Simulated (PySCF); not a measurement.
AlN (SMILES [N]=[Al]), triplet (typed; the unrestricted solution is spin-contaminated), at a GFN2-xTB geometry (such geometries of metal compounds can be far from the true shape), with bond 2-1 at 2.0 times its length; CAMB3LYP/def2-SVP (PySCF).

Input for PySCF:
```python
from pyscf import gto, scf, dft

mol = gto.Mole()
mol.atom = '''
    Al   -0.00000000   -0.00000000   -0.59733836
    N     0.00000000    0.00000000    2.81602370
'''
mol.basis = 'def2-svp'
mol.spin = 2
mol.verbose = 4
mol.build()

mf = dft.UKS(mol)
mf.xc = 'camb3lyp'
mf.conv_tol = 1e-12
mf.kernel()
mf.analyze()
```

### Question
Write the output that PySCF gives for this input, abridged.

### Answer

```
PySCF version 2.14.0

[INPUT] verbose = 4
[INPUT] num. atoms = 2
[INPUT] num. electrons = 20
[INPUT] charge = 0
[INPUT] spin (= nelec alpha-beta = 2S) = 2
[INPUT] symmetry False subgroup None
[INPUT] Mole.unit = angstrom
[INPUT] Symbol           X                Y                Z      unit          X                Y                Z       unit  Magmom
[...]
nuclear repulsion = 14.1078283953622
number of shells = 14
number of NR pGTOs = 60
number of NR cGTOs = 32
basis = def2-svp
ecp = {}

******** <class 'pyscf.dft.uks.UKS'> ********
method = UKS
initial guess = minao
damping factor = 0
level_shift factor = 0
DIIS = <class 'pyscf.scf.diis.CDIIS'>
diis_start_cycle = 1
diis_space = 8
diis_damp = 0
SCF conv_tol = 1e-12
SCF conv_tol_grad = None
SCF max_cycles = 50
direct_scf = True
direct_scf_tol = 1e-13
number electrons alpha = 11  beta = 9
XC library pyscf.dft.libxc version 7.1.2
    S. Lehtola, C. Steigemann, M. J. T. Oliveira, and M. A. L. Marques,  SoftwareX 7, 1–5 (2018)
XC functionals = camb3lyp
    T. Yanai, D. P. Tew, and N. C. Handy,  Chem. Phys. Lett. 393, 51 (2004)
radial grids:
    Treutler-Ahlrichs [JCP 102, 346 (1995); DOI:10.1063/1.469408] (M4) radial grids

becke partition: Becke, JCP 88, 2547 (1988); DOI:10.1063/1.454033
pruning grids: <function nwchem_prune>
grids dens level: 3
symmetrized grids: False
atomic radii adjust function: <function treutler_atomic_radii_adjust>
small_rho_cutoff = 0
Set gradient conv threshold to 1e-06
tot grids = 33088
init E= -296.398891375496

cycle= 1 E= -296.692993807725  delta_E= -0.294  |g|= 0.224  |ddm|= 0.901

cycle= 2 E= -293.911237882137  delta_E= 2.78  |g|= 1.25  |ddm|= 1.89
cycle= 3 E= -296.777010667798  delta_E= -2.87  |g|= 0.0483  |ddm|= 1.74
cycle= 4 E= -296.782931744122  delta_E= -0.00592  |g|= 0.0752  |ddm|= 0.223
cycle= 5 E= -296.787214678681  delta_E= -0.00428  |g|= 0.0783  |ddm|= 0.109
cycle= 6 E= -296.786688021103  delta_E= 0.000527  |g|= 0.0789  |ddm|= 0.0093
cycle= 7 E= -296.792048244536  delta_E= -0.00536  |g|= 0.079  |ddm|= 0.107
cycle= 8 E= -296.777424081405  delta_E= 0.0146  |g|= 0.0849  |ddm|= 0.309
cycle= 9 E= -296.785757838808  delta_E= -0.00833  |g|= 0.0451  |ddm|= 0.208
cycle= 10 E= -296.782743338507  delta_E= 0.00301  |g|= 0.0176  |ddm|= 0.153
cycle= 11 E= -296.779617226026  delta_E= 0.00313  |g|= 0.0176  |ddm|= 0.15
cycle= 12 E= -296.779283430555  delta_E= 0.000334  |g|= 0.0135  |ddm|= 0.07
cycle= 13 E= -296.779242978594  delta_E= 4.05e-05  |g|= 0.00222  |ddm|= 0.0408
cycle= 14 E= -296.779152390423  delta_E= 9.06e-05  |g|= 0.00228  |ddm|= 0.0369
cycle= 15 E= -296.779146486546  delta_E= 5.9e-06  |g|= 0.000152  |ddm|= 0.0174
cycle= 16 E= -296.779146243077  delta_E= 2.43e-07  |g|= 2.59e-05  |ddm|= 0.00306
cycle= 17 E= -296.77914624654  delta_E= -3.46e-09  |g|= 2.8e-05  |ddm|= 0.000448
cycle= 18 E= -296.779146244566  delta_E= 1.97e-09  |g|= 1.05e-05  |ddm|= 0.000212
cycle= 19 E= -296.779146244206  delta_E= 3.61e-10  |g|= 4.9e-07  |ddm|= 0.000139
cycle= 20 E= -296.779146244206  delta_E= -1.14e-13  |g|= 9.82e-08  |ddm|= 4.53e-06
Extra cycle  E= -296.779146244206  delta_E= -5.68e-14  |g|= 1.24e-07  |ddm|= 4.26e-07
converged SCF energy = -296.779146244206  <S^2> = 2.1383115  2S+1 = 3.0908326
**** SCF Summaries ****
Total Energy =                        -296.779146244205890
Nuclear Repulsion Energy =              14.107828395362198
One-electron Energy =                 -438.782036219540942
Two-electron Energy =                  127.895061579972818
Two-electron Coulomb Energy =          153.173396641861103
DFT Exchange-Correlation Energy =      -25.278335061888285
**** MO energy ****
                             alpha | beta                alpha | beta
[...]
To work with the spin densities directly, `use mulliken_meta_spin()` only printing them here.

 ** Mulliken spin pop alpha/beta on meta-lowdin orthogonal AOs **
 ** Mulliken Spin Density (per AO)  **
spin_pop of  0 Al 1s       -0.00000
spin_pop of  0 Al 2s        0.00000
spin_pop of  0 Al 3s       -0.00389
spin_pop of  0 Al 4s       -0.00124
spin_pop of  0 Al 2px       0.00000
spin_pop of  0 Al 2py       0.00000
spin_pop of  0 Al 2pz       0.00001
spin_pop of  0 Al 3px       0.00404
spin_pop of  0 Al 3py       0.00404
spin_pop of  0 Al 3pz       0.33767
spin_pop of  0 Al 4px       0.00021
spin_pop of  0 Al 4py       0.00021
spin_pop of  0 Al 4pz      -0.00000
spin_pop of  0 Al 3dxy      0.00000
spin_pop of  0 Al 3dyz      0.00007
spin_pop of  0 Al 3dz^2    -0.00080
spin_pop of  0 Al 3dxz      0.00007
spin_pop of  0 Al 3dx2-y2    0.00000
spin_pop of  1 N 1s       -0.00001
spin_pop of  1 N 2s        0.00681
spin_pop of  1 N 3s       -0.00159
spin_pop of  1 N 2px       0.99320
spin_pop of  1 N 2py       0.99320
spin_pop of  1 N 2pz      -0.33461
spin_pop of  1 N 3px       0.00247
spin_pop of  1 N 3py       0.00247
spin_pop of  1 N 3pz      -0.00240
spin_pop of  1 N 3dxy     -0.00000
spin_pop of  1 N 3dyz      0.00001
spin_pop of  1 N 3dz^2     0.00004
spin_pop of  1 N 3dxz      0.00001
spin_pop of  1 N 3dx2-y2   -0.00000
 ** Mulliken Spin Density (per atom)  **
spin density of  0 Al =      0.34038
spin density of  1 N =      1.65962
 ** Mulliken pop alpha/beta on meta-lowdin orthogonal AOs **
 ** Mulliken pop       alpha | beta **
[...]
In total            11.00000 | 9.00000
 ** Mulliken atomic charges   ( Nelec_alpha | Nelec_beta ) **
charge of  0Al =      0.32177  (     6.50931      6.16892 )
charge of  1N =     -0.32177  (     4.49069      2.83108 )
Dipole moment(X, Y, Z, Debye):  0.00000,  0.00000, -5.36990
```
